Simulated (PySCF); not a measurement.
Molecule: SMILES C[C@H]1CCCC1=O, C6H10O.

Cartesian coordinates in Å; atom numbers follow the order of the lines, from 1:
```xyz
17

C     2.080    0.067   -0.423
C     0.757    0.124    0.331
C    -0.270    1.111   -0.226
C    -1.615    0.546    0.236
C    -1.440   -0.964    0.098
C     0.034   -1.215    0.333
O     0.550   -2.289    0.490
H     2.698   -0.731   -0.021
H     1.905   -0.133   -1.479
H     2.615    1.009   -0.332
H     0.959    0.358    1.384
H    -0.104    2.128    0.125
H    -0.221    1.113   -1.316
H    -2.449    0.926   -0.351
H    -1.786    0.806    1.282
H    -1.666   -1.293   -0.920
H    -2.056   -1.550    0.778
```

Frames of a GFN2-xTB Langevin trajectory at 300 K; GIAO PBE0/pcSseg-1 shieldings in PySCF 2.14.0 with density-fitted response routines, gas phase, non-relativistic; equivalent atoms averaged within each frame.

Chemical shifts δ = σref − σ; $^{13}$C (186.93 ppm), $^{1}$H (31.72 ppm) vs TMS; $^{17}$O (336.08 ppm) vs H2O, all at this level. The references are static minima.

How do the shifts (ppm) fluctuate along the trajectory?

## Answers


```csv
time (fs),C6,C2,C5,C3,C4,C1,O7,H17,H16,H14
250,222.0,41.5,38.8,32.7,26.1,20.1,635.8,3.28,3.25,2.35
425,225.3,55.8,44.2,31.4,25.9,20.8,641.2,2.75,2.00,2.21
625,253.8,50.7,40.1,36.8,23.9,25.1,757.3,2.64,2.47,2.62
800,221.7,48.5,43.1,31.5,22.9,13.3,613.5,2.63,1.21,2.26
1000,227.7,44.1,39.3,27.7,18.5,31.3,651.4,2.13,2.98,1.88
mean of frames,230.1,48.1,41.1,32.0,23.5,22.1,659.8,2.69,2.38,2.27
standard deviation,13.5,5.6,2.4,3.2,3.1,6.7,56.2,0.41,0.81,0.27
```

5 frames give an uncertainty of the mean of about the standard deviation over 2.2 at best, since frames this close in time may not be independent; classical motion lacks zero-point vibration, and the reference would need the same averaging.
